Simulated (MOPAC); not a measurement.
MOPAC input (PM7):

```
PM7 FORCE THERMO(298,298) PRECISE LET UHF MS=0.5 GEO-OK AUX(PRECISION=9) THREADS=1
C2HCl2F2

C    -1.09873736 1   -0.00246118 1   -0.31813800 1
F    -1.82385039 1   -0.85494479 1   -0.98256972 1
F    -1.62964931 1    0.20346241 1    0.85059374 1
C     0.34962793 1    0.08431636 1   -0.53071972 1
Cl    1.10793415 1   -1.27480301 1    0.31759151 1
Cl    0.92155050 1    1.59450396 1    0.15945237 1
H     0.66736661 1    0.04151422 1   -1.59846245 1
```

Output:

```
 *******************************************************************************
 **                                                                           **
 **                              MOPAC v23.2.5                                **
 **                                                                           **
 *******************************************************************************
 ** MOPAC's Digital Object Identifier: https://doi.org/10.5281/zenodo.6511958 **
 **                                                                           **
 ** Please cite the open-source release paper for use of this MOPAC version:  **
 ** J. E. Moussa and J. J. P. Stewart (2026)                                  **
 ** MOPAC: An open-source semiempirical molecular orbital program             **
 ** J. Open Source Softw., 11(119), 8025, https://doi.org/10.21105/joss.08025 **
 *******************************************************************************

                              PM7 CALCULATION RESULTS

 *******************************************************************************
 *  PM7        - The PM7 Hamiltonian to be used
 *  GEO-OK     - OVERRIDE INTERATOMIC DISTANCE AND OTHER SAFETY CHECKS
 *  UHF        - UNRESTRICTED HARTREE-FOCK CALCULATION
 *  MS=        - IN MECI, MAGNETIC COMPONENT OF SPIN =  0.5
 *  LET        - OVERRIDE SOME SAFETY CHECKS
 *  PRECISE    - TIGHTER CRITERIA TO BE USED
 *  FORCE      - FORCE CALCULATION SPECIFIED
 *  AUX        - OUTPUT AUXILIARY INFORMATION
 *  THERMO     - THERMODYNAMIC QUANTITIES TO BE CALCULATED
 *******************************************************************************
PM7 FORCE THERMO(298,298) PRECISE LET UHF MS=0.5 GEO-OK AUX(PRECISION=9) THREADS=1
 C2HCl2F2

   ATOM   CHEMICAL          X               Y               Z
  NUMBER   SYMBOL      (ANGSTROMS)     (ANGSTROMS)     (ANGSTROMS)

     1       C         -1.09873736  *  -0.00246118  *  -0.31813800  *
     2       F         -1.82385039  *  -0.85494479  *  -0.98256972  *
     3       F         -1.62964931  *   0.20346241  *   0.85059374  *
     4       C          0.34962793  *   0.08431636  *  -0.53071972  *
     5      Cl          1.10793415  *  -1.27480301  *   0.31759151  *
     6      Cl          0.92155050  *   1.59450396  *   0.15945237  *
     7       H          0.66736661  *   0.04151422  *  -1.59846245  *

          CARTESIAN COORDINATES

    NO.       ATOM           X           Y           Z

     1         C         -1.0987     -0.0025     -0.3181
     2         F         -1.8239     -0.8549     -0.9826
     3         F         -1.6296      0.2035      0.8506
     4         C          0.3496      0.0843     -0.5307
     5        Cl          1.1079     -1.2748      0.3176
     6        Cl          0.9216      1.5945      0.1595
     7         H          0.6674      0.0415     -1.5985

 General Reference for PM7:
 "Optimization of Parameters for Semiempirical Methods VI: More Modifications to the
 NDDO Approximations and Re-optimization of Parameters", J. J. P. Stewart, J. Mol. Mod., 1:32, 19 (2013)
 https://link.springer.com/article/10.1007/s00894-012-1667-x

           Empirical Formula: C2 H F2 Cl2  =     7 atoms

      MOLECULAR POINT GROUP   :   C1
[...]
 REDUCED MASS        3.6990         C 4 -- Cl5         +17.0% ( 67.5%)      4.6%
 EFFECTIVE MASS     13.2732         F 2 -- F 3         +12.9% ( 58.7%)     99.3%
 FORCE CONSTANT      2.1893

 VIBRATION         11   11A          ATOM PAIR     ENERGY CONTRIBUTION    RADIAL
 FREQUENCY          1131.95         C 4 -- H 7         +93.4% ( 98.5%)      0.0%
 TRANSITION DIPOLE   0.1833         C 1 -- C 4          +2.3% ( 15.6%)     22.0%
 TRAVEL (Ang.)       0.2554         C 4 -- Cl6          +2.0% ( 14.4%)      7.8%
 REDUCED MASS        0.9135         C 4 -- Cl5          +1.8% ( 13.7%)     46.1%
 EFFECTIVE MASS      1.5137
 FORCE CONSTANT      0.6897

 VIBRATION         12   12A          ATOM PAIR     ENERGY CONTRIBUTION    RADIAL
 FREQUENCY          1189.30         C 4 -- H 7         +68.7% ( 98.2%)      0.0%
 TRANSITION DIPOLE   0.1025         C 1 -- C 4          +9.0% ( 35.6%)     91.0%
 TRAVEL (Ang.)       0.2312         C 4 -- Cl5          +9.0% ( 35.5%)      4.7%
 REDUCED MASS        1.0605         C 4 -- Cl6          +8.9% ( 35.3%)     33.1%
 EFFECTIVE MASS      3.3053
 FORCE CONSTANT      0.8838

 VIBRATION         13   13A          ATOM PAIR     ENERGY CONTRIBUTION    RADIAL
 FREQUENCY          1548.50         C 1 -- F 2         +23.3% ( 84.7%)     68.8%
 TRANSITION DIPOLE   2.0554         C 1 -- F 3         +20.0% ( 78.4%)     47.4%
 TRAVEL (Ang.)       0.0843         C 1 -- C 4         +19.7% ( 77.8%)     92.5%
 REDUCED MASS        6.1343         C 1 -- Cl6         +15.3% ( 68.6%)     80.8%
 EFFECTIVE MASS     13.5845         C 1 -- Cl5         +15.3% ( 68.5%)     28.2%
 FORCE CONSTANT      8.6664

 VIBRATION         14   14A          ATOM PAIR     ENERGY CONTRIBUTION    RADIAL
 FREQUENCY          1611.91         C 1 -- F 3         +25.7% ( 88.2%)     88.9%
 TRANSITION DIPOLE   2.9058         C 1 -- F 2         +22.7% ( 83.0%)     75.5%
 TRAVEL (Ang.)       0.0798         C 1 -- C 4         +16.1% ( 69.8%)      1.6%
 REDUCED MASS        6.5624         C 1 -- Cl6         +16.0% ( 69.5%)     20.1%
 EFFECTIVE MASS     13.7163         C 1 -- Cl5         +16.0% ( 69.5%)      0.0%
 FORCE CONSTANT     10.0460

 VIBRATION         15   15A          ATOM PAIR     ENERGY CONTRIBUTION    RADIAL
 FREQUENCY          2636.56         C 4 -- H 7         +97.8% ( 99.9%)     99.9%
 TRANSITION DIPOLE   0.9723         C 4 -- Cl5          +0.7% (  8.6%)      7.0%
 TRAVEL (Ang.)       0.1657         C 4 -- Cl6          +0.7% (  8.6%)      7.5%
 REDUCED MASS        0.9320         C 1 -- C 4          +0.7% (  8.4%)     13.3%
 EFFECTIVE MASS      1.3490
 FORCE CONSTANT      3.8172

      SYMMETRY NUMBER FOR POINT-GROUP C1  =  1

          SYSTEM IS A GROUND STATE

 C2HCl2F2

          MOLECULE IS NOT LINEAR

          THERE ARE 15 GENUINE VIBRATIONS IN THIS SYSTEM
          THIS THERMODYNAMICS CALCULATION IS LIMITED TO
          MOLECULES WHICH HAVE NO INTERNAL ROTATIONS

                    CALCULATED THERMODYNAMIC PROPERTIES
                                          *
   TEMP. (K)   PARTITION FUNCTION   H.O.F.    ENTHALPY  HEAT CAPACITY ENTROPY
                                   KCAL/MOL   CAL/MOLE    CAL/K/MOL  CAL/K/MOL

 298.00  VIB.     0.4187D+02                  2295.4418    14.0488    15.1244
         ROT.     0.3257D+06                   888.2803     2.9808    28.2060
         INT.     0.1364D+08                  3183.7221    17.0296    43.3304
         TRA.     0.1498D+28                  1480.4672     4.9680    40.5867
         TOT.                      -90.911    4664.1893    21.9976    83.9170

   *: NOTE: HEATS OF FORMATION ARE RELATIVE TO THE
            ELEMENTS IN THEIR STANDARD STATE AT 298K
              (=  Standard Enthalpy of Formation).

            Hvib:  Zero-point energy is not included.
                   frequencies of less than zero cm-1 are not included.
            Hrot = (3/2)RT
            Htra = (3/2)RT + pV = (5/2)RT

            Heat capacity is Cp, not Cv

          For more information, see: HTTP://OpenMOPAC.net/Manual/thermochemistry.html

           FORCE CONSTANT IN CARTESIAN COORDINATES (Millidynes/A)

    ATOM   CHEMICAL       X               Y               Z
   NUMBER   SYMBOL  FORCE CONSTANT  FORCE CONSTANT  FORCE CONSTANT

      1       C       12.395287       12.092038        1.689571
      2       F       10.350384        0.807388        0.158926
      3       F        1.937913        9.326557        0.177735
      4       C        5.328085        6.935503        3.811941
      5      Cl        0.395910        0.396887        3.476649
      6      Cl        3.462122        0.386570        0.776745
      7       H        1.116188        3.459474        0.811026

 **********************
 *                    *
 * JOB ENDED NORMALLY *
 *                    *
 **********************

 == MOPAC DONE ==
```
